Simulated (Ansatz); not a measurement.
Relaxation of CHBBr (4 atoms, charge 0, multiplicity 2), to a largest force component of 0.02 eV/Å in at most 50 steps.

Method: Ansatz, UKS PBE/def2-SVP.

```xyz
4
Properties=species:S:1:pos:R:3
C -0.448 0.573 -0.469
B 0.244 -0.315 0.264
Br 1.184 -1.512 1.281
H 0.137 -0.560 -0.875
```

**Question.** Where does it end, and by what steps?

**Answer.** The forces met the threshold. After 12 steps the energy has fallen by 2.222 eV; H4 moved furthest, 1.31 Å. Parted: B2–H4 (1.17 → 2.46 Å).

```json
{"step": "0", "energy less start (eV)": "0.0000", "largest force component (eV/Å)": "5.482", "accepted": "yes"}
{"step": "1", "energy less start (eV)": "-0.4891", "largest force component (eV/Å)": "2.645", "accepted": "yes"}
{"step": "2", "energy less start (eV)": "-0.7281", "largest force component (eV/Å)": "0.806", "accepted": "yes"}
{"step": "3", "energy less start (eV)": "-0.9251", "largest force component (eV/Å)": "1.316", "accepted": "yes"}
{"step": "4", "energy less start (eV)": "-1.2092", "largest force component (eV/Å)": "1.180", "accepted": "yes"}
{"step": "5", "energy less start (eV)": "-1.4700", "largest force component (eV/Å)": "1.401", "accepted": "yes"}
{"step": "6", "energy less start (eV)": "-1.7648", "largest force component (eV/Å)": "1.025", "accepted": "yes"}
{"step": "7", "energy less start (eV)": "-1.9456", "largest force component (eV/Å)": "1.959", "accepted": "yes"}
{"step": "8", "energy less start (eV)": "-2.1683", "largest force component (eV/Å)": "0.645", "accepted": "yes"}
{"step": "9", "energy less start (eV)": "-2.1555", "largest force component (eV/Å)": "2.528", "accepted": "no"}
{"step": "10", "energy less start (eV)": "-2.2148", "largest force component (eV/Å)": "0.184", "accepted": "yes"}
{"step": "11", "energy less start (eV)": "-2.2216", "largest force component (eV/Å)": "0.038", "accepted": "yes"}
{"step": "12", "energy less start (eV)": "-2.2216", "largest force component (eV/Å)": "0.010", "accepted": "yes"}
```

```xyz
4
Properties=species:S:1:pos:R:3
C -0.088 -0.102 -0.662
B 0.487 -0.652 0.452
Br 1.263 -1.394 1.956
H -0.544 0.334 -1.546
```

Whether the end is a true minimum wasn't checked by a vibrational analysis.

Time of the run: 64 s on 2 threads of Intel(R) Xeon(R) Platinum 8488C (Sapphire Rapids) (shared host), peak memory 0.17 GiB.
